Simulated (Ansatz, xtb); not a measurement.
Isomers of AlH8NO2Si2 in order of energy

5 gas-phase structures of AlH8NO2Si2, from a drawn sample of its isomers (lower ones may exist). Each was relaxed with GFN2-xTB; where two conformers were screened, the lower at r2SCAN-D4/def2-SVP is listed:

A. `[NH2][Al]([O][SiH3])[O][SiH3]`, a singlet
B. `[NH2][AlH][O][SiH2]O[SiH3]`, a singlet
C. `N[SiH2][O][AlH][O][SiH3]`, a singlet
D. `N[Si@@H]([O][AlH2])O[SiH3]`, a singlet
E. a singlet given by its coordinates

E (Å):

```xyz
14

Al   -0.6921    1.4643   -1.3744
N    -0.5657   -1.8439   -0.0298
O    -1.4375   -0.1637   -2.0153
O     0.0415    0.7902    0.0187
Si   -1.3978   -1.7837   -1.5088
Si    0.2796   -0.5544    0.8461
H    -1.9414   -0.0123   -2.8158
H    -2.8192   -2.1239   -1.4006
H    -0.7201   -2.4562   -2.6211
H    -0.5101   -2.7494    0.4042
H    -0.3465   -0.4571    2.1641
H     1.7023   -0.8940    0.8558
H     0.2695    1.8201   -2.5399
H    -1.9855    2.2892   -1.1352
```

Close contacts (Å): Al1–O3 1.90, Al1–O4 1.71, N2–Si5 1.70, N2–Si6 1.77, O3–Si5 1.70, O4–Si6 1.60, Al1–H13 1.55, Al1–H14 1.55, N2–H10 1.01, O3–H7 0.96, Si5–H8 1.47, Si5–H9 1.47, Si6–H11 1.46, Si6–H12 1.46.

Problem. Which do you expect lowest at r2SCAN-D4/def2-SVP, and how would the others follow?

Solution. Calculated order at r2SCAN-D4/def2-SVP: A (0.0), C (9.7), B (10.5), E (14.0), D (17.1) kcal/mol. Less than 1 kcal/mol parts C and B, so the order within that pair means little.

Energies above the lowest of each column, in kcal/mol; the last columns are at PBE0-D4/def2-SVP geometries and were run for some of them only (a dash: not run or not comparable):

```tsv
structure	GFN2-xTB	HF/STO-3G	r2SCAN-D4/def2-SVP	PBE0-D4/def2-SVP	CCSD(T)/def2-SVP + ΔMP2/def2-TZVPP
A	7.8	13.7	0.0	0.0	0.0
C	0.0	27.2	9.7	5.7	5.7
B	4.8	24.9	10.5	7.5	6.4
E	0.3	0.0	14.0	–	–
D	5.5	33.4	17.1	–	–
```

CCSD(T)/def2-SVP + ΔMP2/def2-TZVPP puts A lowest of those it was run on; GFN2-xTB picks C, HF/STO-3G picks E. Flexible structures stand in one conformer each, not always the lowest. C keeps a small imaginary mode. Frequencies (GFN2-xTB) were run for A, B, C alone. ΔMP2 is the change of the MP2 energy from the smaller to the larger basis.

Over these structures GFN2-xTB departs from r2SCAN-D4/def2-SVP by 6.1 kcal/mol on average once a common shift is removed. A GFN2-xTB relaxation took about 0.39 s and the r2SCAN-D4/def2-SVP energy about 3.9 s on a shared host (Ansatz 0.2.0, xtb 6.7.1).
